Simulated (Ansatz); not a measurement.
**Question.** Name a neutral molecule of B, C, Ge, Si and H with HOMO energy (PBE/def2-TZVPP) between -7.15 and -6.85 eV and size of the dipole moment (B3LYP/def2-TZVPP) between 0.45 and 0.75 D (Ansatz, PBE0-D4/def2-TZVP geometry).

**Answer.** `[BH2][GeH2][CH2][SiH3]` (-6.97 eV, 0.73 D). Other molecules can fit too; these were computed, each in one conformer that needn't be the lowest.

B3LYP here is the variant with VWN-RPA as its local correlation; programs differ in this.
